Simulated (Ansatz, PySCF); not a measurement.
ClH₅SSi₂, SMILES [SiH3]S[SiH2]Cl. Atoms are numbered in the order given.

```xyz
9

Si    -1.9781     0.3172    -0.3942
S     -0.3434    -0.8292    -1.2239
Si     1.2692     0.1812    -0.2647
Cl     1.0075     0.2231     1.7896
H     -2.3726    -0.2013     0.9447
H     -1.5765     1.7507    -0.2838
H     -3.1079     0.1658    -1.3524
H      1.3634     1.5978    -0.7083
H      2.5025    -0.5814    -0.5858
```
Charge 0, spin multiplicity 1.

Geometry optimised at PBE0-D3(BJ)/def2-SVP. The structure was generated by enumeration, and PubChem lists no compound with its InChIKey, so it may never have been made. One conformer was computed; it need not be the lowest.

Two levels are set side by side: PBE-D3(BJ)/def2-SVP (Ansatz, a quantum-chemistry and plane-wave program) and PBE0-D3(BJ)/def2-SVP (Ansatz). Each level has its own optimised geometry; the coordinates shown are those of the second. Frequencies come from the Hessian of PySCF at each geometry. Differences are taken from unrounded values.

```json
[
 {"quantity": "mean bond length (Å)", "PBE0-D3(BJ)": "1.726", "PBE-D3(BJ)": "1.739", "PBE-D3(BJ) minus PBE0-D3(BJ)": "0.013"},
 {"quantity": "bond Si1–S2 (Å)", "PBE0-D3(BJ)": "2.162", "PBE-D3(BJ)": "2.176", "PBE-D3(BJ) minus PBE0-D3(BJ)": "0.014"},
 {"quantity": "bond S2–Si3 (Å)", "PBE0-D3(BJ)": "2.131", "PBE-D3(BJ)": "2.147", "PBE-D3(BJ) minus PBE0-D3(BJ)": "0.016"},
 {"quantity": "bond Si3–Cl4 (Å)", "PBE0-D3(BJ)": "2.071", "PBE-D3(BJ)": "2.086", "PBE-D3(BJ) minus PBE0-D3(BJ)": "0.015"},
 {"quantity": "bond Si1–H5 (Å)", "PBE0-D3(BJ)": "1.489", "PBE-D3(BJ)": "1.500", "PBE-D3(BJ) minus PBE0-D3(BJ)": "0.011"},
 {"quantity": "bond Si1–H6 (Å)", "PBE0-D3(BJ)": "1.493", "PBE-D3(BJ)": "1.504", "PBE-D3(BJ) minus PBE0-D3(BJ)": "0.011"},
 {"quantity": "bond Si1–H7 (Å)", "PBE0-D3(BJ)": "1.489", "PBE-D3(BJ)": "1.500", "PBE-D3(BJ) minus PBE0-D3(BJ)": "0.011"},
 {"quantity": "bond Si3–H8 (Å)", "PBE0-D3(BJ)": "1.487", "PBE-D3(BJ)": "1.499", "PBE-D3(BJ) minus PBE0-D3(BJ)": "0.012"},
 {"quantity": "bond Si3–H9 (Å)", "PBE0-D3(BJ)": "1.485", "PBE-D3(BJ)": "1.497", "PBE-D3(BJ) minus PBE0-D3(BJ)": "0.012"},
 {"quantity": "highest harmonic wavenumber (cm⁻¹)", "PBE0-D3(BJ)": "2281", "PBE-D3(BJ)": "2203", "PBE-D3(BJ) minus PBE0-D3(BJ)": "-78"},
 {"quantity": "mean harmonic wavenumber (cm⁻¹)", "PBE0-D3(BJ)": "975", "PBE-D3(BJ)": "941", "PBE-D3(BJ) minus PBE0-D3(BJ)": "-34"},
 {"quantity": "zero-point energy (kcal/mol)", "PBE0-D3(BJ)": "29.27", "PBE-D3(BJ)": "28.24", "PBE-D3(BJ) minus PBE0-D3(BJ)": "-1.03"}
]
```

GGA bonds tend to be longer and softer than those of functionals with exact exchange. Differences between two approximate levels are no errors against the true value.
